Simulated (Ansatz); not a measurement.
Born–Oppenheimer molecular dynamics of CH8FNOSi2 (14 atoms, charge 0, multiplicity 1). It starts from a relaxed structure.

The calculation used Ansatz 0.2.0, RKS r2SCAN-D4/STO-3G.

```json
{"ensemble": "NVT, Nosé–Hoover chain", "time step": "0.5 fs", "steps asked": "132", "set temperature": "500 K", "thermostat": "time constant 100 fs, chain length 3 (defaults)", "seed": "746407"}
```

First frame:

```xyz
14
Properties=species:S:1:pos:R:3
C -1.659 1.519 -0.397
Si 0.143 1.202 0.030
Si 0.728 -0.991 -0.231
N -0.212 -1.993 0.894
O 2.380 -1.382 0.045
F 0.387 -1.542 -1.740
H -2.328 0.914 0.225
H -1.871 1.276 -1.444
H -1.920 2.573 -0.241
H 0.374 1.602 1.404
H 0.976 2.052 -0.797
H -0.191 -1.560 1.851
H 0.282 -2.910 1.037
H 2.897 -0.789 -0.606
```

(1) How far do the bonds stretch over the last three quarters of this one trajectory? (Pairs bonded in most of those frames.)

## Answers

(1) 
```json
{"bond": "C1–Si2", "mean (Å)": "1.883", "spread (Å)": "0.012", "shortest": "1.86", "longest": "1.90"}
{"bond": "C1–H7", "mean (Å)": "1.098", "spread (Å)": "0.028", "shortest": "1.05", "longest": "1.14"}
{"bond": "C1–H8", "mean (Å)": "1.098", "spread (Å)": "0.029", "shortest": "1.05", "longest": "1.14"}
{"bond": "C1–H9", "mean (Å)": "1.100", "spread (Å)": "0.034", "shortest": "1.05", "longest": "1.16"}
{"bond": "Si2–Si3", "mean (Å)": "2.274", "spread (Å)": "0.024", "shortest": "2.24", "longest": "2.31"}
{"bond": "Si2–H10", "mean (Å)": "1.453", "spread (Å)": "0.024", "shortest": "1.41", "longest": "1.49"}
{"bond": "Si2–H11", "mean (Å)": "1.453", "spread (Å)": "0.012", "shortest": "1.43", "longest": "1.47"}
{"bond": "Si3–N4", "mean (Å)": "1.776", "spread (Å)": "0.037", "shortest": "1.73", "longest": "1.84"}
{"bond": "Si3–O5", "mean (Å)": "1.725", "spread (Å)": "0.045", "shortest": "1.65", "longest": "1.79"}
{"bond": "Si3–F6", "mean (Å)": "1.641", "spread (Å)": "0.007", "shortest": "1.63", "longest": "1.66"}
{"bond": "N4–H12", "mean (Å)": "1.049", "spread (Å)": "0.012", "shortest": "1.03", "longest": "1.07"}
{"bond": "N4–H13", "mean (Å)": "1.049", "spread (Å)": "0.012", "shortest": "1.02", "longest": "1.07"}
{"bond": "O5–H14", "mean (Å)": "1.023", "spread (Å)": "0.010", "shortest": "1.00", "longest": "1.04"}
```

Mean temperature of the second half: 268 K. The conserved energy stayed within 0.31 meV per atom of its start (net change 0.23 meV per atom), so the integration is sound. The mean temperature of the second half is 46 % below the set value. A run of 0.066 ps of so small a system gives no equilibrium averages. Limits of this set-up: minimal basis.

Run time: 9 min on 1 thread of Arm Neoverse V2, with other jobs on the host, peak memory 0.1 GiB.
